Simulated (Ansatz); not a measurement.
`[CH2]1[AlH][GeH2][SiH2]1` from Hartree–Fock to CCSD(T)

```json
{"atom": "C1", "x (Å)": "0.4718", "y (Å)": "0.7320", "z (Å)": "-1.1396"}
{"atom": "Al2", "x (Å)": "-0.2856", "y (Å)": "1.5704", "z (Å)": "0.4736"}
{"atom": "Ge3", "x (Å)": "-1.0039", "y (Å)": "-0.6583", "z (Å)": "1.2763"}
{"atom": "Si4", "x (Å)": "0.6726", "y (Å)": "-1.0008", "z (Å)": "-0.4145"}
{"atom": "H5", "x (Å)": "-0.3535", "y (Å)": "0.6869", "z (Å)": "-1.8675"}
{"atom": "H6", "x (Å)": "1.3362", "y (Å)": "1.1602", "z (Å)": "-1.6492"}
{"atom": "H7", "x (Å)": "-0.1916", "y (Å)": "3.0752", "z (Å)": "0.9757"}
{"atom": "H8", "x (Å)": "-0.7779", "y (Å)": "-1.2290", "z (Å)": "2.6841"}
{"atom": "H9", "x (Å)": "-2.4018", "y (Å)": "-1.0968", "z (Å)": "0.7956"}
{"atom": "H10", "x (Å)": "2.0038", "y (Å)": "-1.1159", "z (Å)": "0.2488"}
{"atom": "H11", "x (Å)": "0.5298", "y (Å)": "-2.1239", "z (Å)": "-1.3833"}
```

Charge 0, multiplicity 1. Correlated methods include outer-core shells of Ge, which these sets cover unevenly. Scalar relativity is left out up to krypton. All single points use the PBE0-D4/def2-TZVP geometry. Frozen core, restricted reference, the Gaussian-basis code of Ansatz.

```json
{"basis": "def2-SVP", "HF (Eh)": "-2647.68514", "MP2 corr.": "-0.53407", "CCSD corr.": "-0.58213", "(T)": "-0.01886", "CCSD(T) total": "-2648.28613"}
{"basis": "def2-TZVPP", "HF (Eh)": "-2648.17977", "MP2 corr.": "-0.63452", "CCSD corr.": "-0.68246", "(T)": "-0.02773", "CCSD(T) total": "-2648.88996"}
{"basis": "def2-QZVPP", "HF (Eh)": "-2648.23903", "MP2 corr.": "-0.92444", "CCSD corr.": "–", "(T)": "–", "CCSD(T) total": "–"}
```
